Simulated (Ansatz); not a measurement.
Consider the redistribution: `N=C([SiH3])BO` + `O[SiH2][SiH2]F` → `OB[SiH2][SiH2]F` + `N=C(O)[SiH3]`.

Program: Ansatz. Geometries: PBE0-D4/def2-TZVP. ΔE: electronic, gas phase. CBS: MP2 limit from def2 TZ/QZ plus the TZ coupled-cluster correction, frozen cores. This one scheme is used for every species. DFT in def2-TZVPP. B3LYP here is the variant with VWN-RPA as its local correlation; programs differ in this. One conformer a species, not always the lowest.

```csv
level,ΔE (kJ/mol)
PBE-D4,65.5
B3LYP-D4,91.3
ωB97X-V,88.2
HF/CBS(def2),122.8
```

Question: What does CCSD(T)/CBS give? (An estimate is asked.)

Answer: Computed: +102.1 kJ/mol. The listed levels differ from it by -36.6, -10.8, -13.9, 20.7 kJ/mol.

Largest T1 diagnostic among the species: 0.014.

In def2-TZVPP, CCSD(T) changes the Hartree–Fock value by −21.5 kJ/mol (the triples alone add −5.0 kJ/mol) and MP2 by −14.7 kJ/mol. From PBE to PBE0 (25 % exact exchange), in def2-TZVPP and without D4, ΔE moves by +11.0 kJ/mol.
